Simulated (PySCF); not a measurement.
A structure optimised at PBE-D3(BJ)/def2-SVP, used in a PySCF frequency run:

```xyz
11

C     -0.7403    -1.2493     0.0000
C     -1.3574    -0.0374     0.0000
Si    -0.0336     1.2633     0.0000
C      1.3153    -0.1223     0.0000
O      0.6051    -1.3913     0.0000
H     -1.2423    -2.2324     0.0000
H     -2.4525     0.0323     0.0000
H      0.0383     2.1553     1.2134
H      0.0383     2.1553    -1.2134
H      1.9710    -0.1061     0.8953
H      1.9710    -0.1061    -0.8953
```
Charge 0, spin multiplicity 1.

**Question.** Write its SMILES, formula and point group.

**Answer.** C1=C[SiH2]CO1, C₃H₆OSi, Cs

**Question.** What are its rotational constants (standard atomic weights)?

**Answer.** 6.7148, 4.4392, 2.8086 GHz
